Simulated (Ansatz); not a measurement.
CH₂O₂Si, SMILES `O=C1O[SiH2]1`. Charge 0, multiplicity 1.

Z-matrix (Å, degrees):
```
Si
C 1 1.819
O 1 1.720 2 45.4
H 1 1.478 2 123.4 3 -94.1
H 1 1.478 2 123.4 3 94.1
O 2 1.180 1 165.6 3 -180.0
```

Task: What are the harmonic wavenumbers in cm⁻¹ at PBE0-D4/def2-TZVP (Ansatz, finite differences of forces, unscaled)? (Estimate.)

Result: Computed: 361, 437, 526, 593, 646, 758, 777, 964, 1087, 1948, 2257, 2281.

Task: Is this a minimum?

Result: Yes, all 12 modes are real.

Task: Give the ideal-gas thermochemistry at 298.15 K and 1 bar (rigid rotor, harmonic oscillator; point group Cs, symmetry number 1).

Result: Zero-point energy 75.6 kJ/mol; H(298) − E = 89.1 kJ/mol; entropy 280.8 J/(mol·K), of which translation 162.6, rotation 101.4, vibration 16.9; G(298) − E = 5.4 kJ/mol.
